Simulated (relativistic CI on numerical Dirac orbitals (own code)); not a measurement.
Radial parameters of Hg LXIV

Calculated at this level of theory: Dirac-Coulomb-Breit CI, orbitals from a KLI potential per configuration, model QED (radiative potential, 1s self-energy scaled to tabulated hydrogen-like ionisation energies), unscaled Slater integrals (own radial code, finite nucleus).

Slater integrals F^k, G^k are unscaled and averaged over j, outside the closed core [Ne]; ζ comes from projecting the Hamiltonian with its Breit term on Σ l·s of the shell.

- 3s2.3p5: ζ(3p) = 2.7392e+06 cm⁻¹; <r>(3p) = 0.1663, <r^2>(3p) = 0.0321 (bohr units).
- 3s2.3p4.3d: F^2(3p,3p) = 584110, ζ(3p) = 2.7376e+06, F^2(3p,3d) = 591140, G^1(3p,3d) = 614300, G^3(3p,3d) = 414390, ζ(3d) = 366120 cm⁻¹; <r>(3p) = 0.1664, <r^2>(3p) = 0.03214, <r>(3d) = 0.1482, <r^2>(3d) = 0.02535 (bohr units).
- 3s.3p5.3d: G^1(3s,3p) = 747150, ζ(3p) = 2.7375e+06, G^2(3s,3d) = 477840, F^2(3p,3d) = 590930, G^1(3p,3d) = 614190, G^3(3p,3d) = 414290, ζ(3d) = 367490 cm⁻¹; <r>(3s) = 0.1684, <r^2>(3s) = 0.03248, <r>(3p) = 0.1664, <r^2>(3p) = 0.03216, <r>(3d) = 0.1483, <r^2>(3d) = 0.02538 (bohr units).

Averages of the first 10 configurations, taken without configuration mixing, which lowers the lowest level and can move excited configurations by several eV; other configurations of the list can lie among them:

```tsv
Configuration	Parity	States	Average energy above the lowest level (eV)
3s2.3p5	odd	6	178.8
3s2.3p4.3d	even	150	692.4
3s.3p6	even	2	762.3
3s.3p5.3d	odd	120	1264.7
3s.3p4.3d2	even	1350	1777.0
3p6.3d	even	10	1862.8
3s2.3p3.3d.4p	even	1200	4037.4
3s2.3p4.4s	even	30	3300.4
3s.3p4.3d.4s	even	600	4375.6
3p6.4s	even	2	4476.7
```
